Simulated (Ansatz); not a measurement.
Consider the ligand exchange at the Si–F bond: `C=C[SiH](O)F` + `C[SiH](O)O` → `C=C[Si@@H](O)O[Si@@H](C)O` + H–F.

Calculated with Ansatz (gas phase, PBE0-D4/def2-TZVP geometries, no zero-point term in ΔE). CCSD(T)/CBS is the MP2 limit (def2-TZVPP, def2-QZVPP) plus CCSD(T) − MP2 in def2-TZVPP, frozen cores. This one scheme is used for every species. Functionals use def2-TZVPP. B3LYP here is the variant with VWN-RPA as its local correlation; programs differ in this. Each species was taken in one conformer, which may not be the lowest.

```json
{"level": "PBE-D4", "ΔE (kJ/mol)": "24.2", "difference from CCSD(T)/CBS": "4.2"}
{"level": "r2SCAN-D4", "ΔE (kJ/mol)": "25.8", "difference from CCSD(T)/CBS": "5.8"}
{"level": "PBE0-D4", "ΔE (kJ/mol)": "20.7", "difference from CCSD(T)/CBS": "0.7"}
{"level": "B3LYP-D4", "ΔE (kJ/mol)": "21.2", "difference from CCSD(T)/CBS": "1.2"}
{"level": "ωB97X-V", "ΔE (kJ/mol)": "25.0", "difference from CCSD(T)/CBS": "5.0"}
{"level": "ωB97M-V", "ΔE (kJ/mol)": "24.3", "difference from CCSD(T)/CBS": "4.3"}
{"level": "B2PLYP", "ΔE (kJ/mol)": "30.2", "difference from CCSD(T)/CBS": "10.2"}
{"level": "PBE", "ΔE (kJ/mol)": "34.2", "difference from CCSD(T)/CBS": "14.2"}
{"level": "r2SCAN", "ΔE (kJ/mol)": "29.4", "difference from CCSD(T)/CBS": "9.4"}
{"level": "PBE0", "ΔE (kJ/mol)": "30.0", "difference from CCSD(T)/CBS": "10.0"}
{"level": "B3LYP", "ΔE (kJ/mol)": "36.7", "difference from CCSD(T)/CBS": "16.7"}
{"level": "HF/def2-TZVPP", "ΔE (kJ/mol)": "34.1", "difference from CCSD(T)/CBS": "14.1"}
{"level": "MP2/def2-TZVPP", "ΔE (kJ/mol)": "19.2", "difference from CCSD(T)/CBS": "-0.8"}
{"level": "SCS-MP2/def2-TZVPP", "ΔE (kJ/mol)": "23.2", "difference from CCSD(T)/CBS": "3.2"}
{"level": "CCSD/def2-TZVPP", "ΔE (kJ/mol)": "22.7", "difference from CCSD(T)/CBS": "2.7"}
{"level": "CCSD(T)/def2-TZVPP", "ΔE (kJ/mol)": "20.6", "difference from CCSD(T)/CBS": "0.6"}
{"level": "HF/def2-QZVPP", "ΔE (kJ/mol)": "34.4", "difference from CCSD(T)/CBS": "14.4"}
{"level": "MP2/def2-QZVPP", "ΔE (kJ/mol)": "19.0", "difference from CCSD(T)/CBS": "-1.0"}
{"level": "SCS-MP2/def2-QZVPP", "ΔE (kJ/mol)": "23.1", "difference from CCSD(T)/CBS": "3.1"}
{"level": "HF/CBS(def2)", "ΔE (kJ/mol)": "34.4", "difference from CCSD(T)/CBS": "14.4"}
{"level": "MP2/CBS(def2)", "ΔE (kJ/mol)": "18.6", "difference from CCSD(T)/CBS": "-1.4"}
{"level": "CCSD/CBS(def2)", "ΔE (kJ/mol)": "22.1", "difference from CCSD(T)/CBS": "2.1"}
{"level": "CCSD(T)/CBS", "ΔE (kJ/mol)": "20.0", "difference from CCSD(T)/CBS": "0"}
```

Largest T1 diagnostic among the species: 0.012.

From PBE to PBE0 (25 % exact exchange), in def2-TZVPP and without D4, ΔE moves by −4.2 kJ/mol. The D4 term adds −15.5 kJ/mol with B3LYP and −9.3 kJ/mol with PBE0; it sums over pairs of atoms, weighted by their polarisabilities, and B3LYP, whose exchange is more repulsive, gets the larger term.

CCSD(T)/CBS has its own doubt, a few kJ/mol and more with outer-core shells, so smaller differences from it don't rank the levels.
